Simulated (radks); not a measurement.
All-electron atom: Zr+ in [Kr] 4d2 5s1. Calculated with a radial shooting solver on a logarithmic mesh with Libxc functionals: Dirac Kohn-Sham, HCTH/407, spin-unpolarised, spherical densities, point nucleus; open shells fill j = l - 1/2 first.

Normalised radial functions P(r) = r R(r) (large component), r in bohr:

r,3d3/2,3d5/2,5s1/2
0.001673,0.0000,0.0000,0.0158
0.002231,0.0000,0.0000,0.0204
0.002976,0.0001,0.0000,0.0260
0.004001,0.0001,0.0001,0.0330
0.005336,0.0003,0.0002,0.0411
0.007117,0.0006,0.0005,0.0500
0.009493,0.0012,0.0010,0.0590
0.01266,0.0027,0.0024,0.0668
0.01689,0.0058,0.0053,0.0710
0.0227,0.0129,0.0119,0.0677
0.03028,0.0272,0.0255,0.0528
0.04039,0.0560,0.0532,0.0226
0.05387,0.1113,0.1069,-0.0228
0.07185,0.2113,0.2046,-0.0750
0.09583,0.3776,0.3682,-0.1137
0.1288,0.6334,0.6213,-0.1082
0.1718,0.9513,0.9378,-0.0374
0.2292,1.2715,1.2593,0.0807
0.3057,1.4783,1.4707,0.1743
0.4077,1.4563,1.4555,0.1519
0.5438,1.1819,1.1873,-0.0126
0.7253,0.7622,0.7703,-0.2199
0.9751,0.3654,0.3720,-0.2950
1.301,0.1267,0.1302,-0.1240
1.735,0.0284,0.0295,0.2138
2.314,0.0036,0.0038,0.5122
3.086,0.0002,0.0002,0.6101
4.116,0.0000,0.0000,0.4876
5.533,0.0000,0.0000,0.2720
7.38,0.0000,0.0000,0.0917
9.843,0.0000,0.0000,0.0161

3d3/2: eigenvalue -185.00 eV, 0 radial nodes, <r> = 0.449 bohr, 90 % of the charge inside 0.722 bohr. 3d5/2: eigenvalue -182.48 eV, 0 radial nodes, <r> = 0.452 bohr, 90 % of the charge inside 0.727 bohr. 5s1/2: eigenvalue -9.850 eV, 4 radial nodes at r = 0.0471, 0.190, 0.535, 1.46 bohr, <r> = 3.48 bohr, 90 % of the charge inside 5.14 bohr.
